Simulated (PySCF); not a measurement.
Relaxation of doublet RuH5

These are results of PySCF, UPBE0, basis Ru def2-TZVP with ECP28, H def2-TZVP (scalar-relativistic core potentials, no spin–orbit coupling, density fitting), not measurements. A (50,194) grid was used.

A hand-made trigonal bipyramidal start, of D3h symmetry, held to at least that symmetry:

```xyz
6
charge 0 multiplicity 2, angstrom
Ru    0.0000    0.0000    0.0000
H     0.0000    0.0000    1.5700
H     0.0000    0.0000   -1.5700
H     1.5700    0.0000    0.0000
H    -0.7850    1.3597    0.0000
H    -0.7850   -1.3597    0.0000
```

Optimiser trace:
```tsv
step	E − E(last) (kJ/mol)	largest gradient (Eh/bohr)
0	11.10	0.02555
1	3.18	0.01284
2	0.11	0.00228
3	0.00	0.00028
4	0.00	0.00009
```

It ends at D3h with Ru–H 1.558 Å (×3), Ru–H 1.661 Å (×2); H–Ru–H 90.0° (×6), H–Ru–H 120.0° (×3), H–Ru–H 180.0°. No frequency check is given, so it may be a saddle point. Other isomers or separated fragments may lie lower.

Final geometry:
```xyz
6
charge 0 multiplicity 2, angstrom
Ru    0.0000    0.0000    0.0000
H     0.0000    0.0000    1.6612
H     0.0000    0.0000   -1.6612
H     1.5576    0.0000    0.0000
H    -0.7788    1.3490    0.0000
H    -0.7788   -1.3489    0.0000
```

With open d or f shells other occupations or spin states may lie lower.

The relaxation took roughly 16 core-seconds on a shared host.
